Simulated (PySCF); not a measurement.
Species: C₄H₈OSi.
SMILES with atom numbers: `[CH3:1][C:2](=[O:3])[SiH:4]1[CH2:5][CH2:6]1` (hydrogens: H7, H8, H9 on C1; H10 on Si4; H11, H12 on C5; H13, H14 on C6)

Cartesian coordinates in Å at the PBE0-D3(BJ)/def2-SVP level; atoms count from 1:
```
atom  x, y, z in Å
C1     1.9591   -0.0089   -0.3232
C2     1.4219   -0.0491    1.0846
O3     2.1460   -0.1047    2.0537
Si4   -0.4736   -0.0224    1.3629
C5    -1.5731    0.7953    0.0893
C6    -1.5939   -0.7300    0.0415
H7     1.5508    0.8567   -0.8689
H8     1.6424   -0.9129   -0.8685
H9     3.0564    0.0420   -0.3001
H10   -0.8898   -0.0585    2.7844
H11   -2.4848    1.2927    0.4386
H12   -1.1120    1.3186   -0.7558
H13   -1.1388   -1.2105   -0.8318
H14   -2.5192   -1.2256    0.3556
```

Computed with TDDFT B3LYP/def2-SVPD, vertical, gas phase, core orbitals frozen in the response in PySCF 2.14.0, density-fitted response routines.

Ground-to-excited transition dipoles (e·a0, same axes as the geometry; the sign carries no meaning), for the states with f of 0.002 or more among the lowest 10:

| state | E (eV) | μx | μy | μz |
| --- | --- | --- | --- | --- |
| S2 | 4.781 | -1.040 | 0.024 | -0.379 |
| S4 | 6.210 | 0.244 | -0.029 | -0.207 |
| S5 | 6.219 | 0.132 | 0.061 | -0.106 |
| S7 | 6.473 | -0.433 | 0.015 | -0.269 |
| S8 | 6.590 | -0.162 | 0.053 | -0.650 |
| S9 | 6.614 | 0.024 | 0.238 | 0.083 |
| S10 | 6.795 | -0.010 | -0.356 | -0.009 |

Task: What oscillator strength does each state have?

Result: f = (2/3) ΔE |μ|² with ΔE in hartree (27.2114 eV).

| state | \|μ\|² (au) | \|μ\| (D) | f |
| --- | --- | --- | --- |
| S2 | 1.225 | 2.81 | 0.144 |
| S4 | 0.103 | 0.82 | 0.016 |
| S5 | 0.032 | 0.46 | 0.005 |
| S7 | 0.261 | 1.30 | 0.041 |
| S8 | 0.452 | 1.71 | 0.073 |
| S9 | 0.064 | 0.64 | 0.010 |
| S10 | 0.127 | 0.91 | 0.021 |

Task: What angle do the transition dipoles of S2 and S8 make?

Result: |cos θ| = |μa·μb| / (|μa| |μb|) = 0.56, so θ ≈ 56° (taken between 0 and 90°, since the signs are arbitrary).

Task: What peak molar absorption coefficient would the strongest computed level give as a lone Gaussian band 0.3 eV wide at half height?

Result: ε(max) = 2.175×10⁸ f / FWHM, with the width in cm⁻¹. S2: 2.175×10⁸ × 0.1435 / 2420 ≈ 13000 L mol⁻¹ cm⁻¹.

The vertical ionisation energy (ΔSCF) is 8.95 eV, 2.16 eV above S10.

On Arm Neoverse V2, one thread, shared host with 96 logical CPUs at a one-minute load of 50, this took 1.7 min wall and 0.88 GiB of memory at its peak.

One conformer stands for the species.
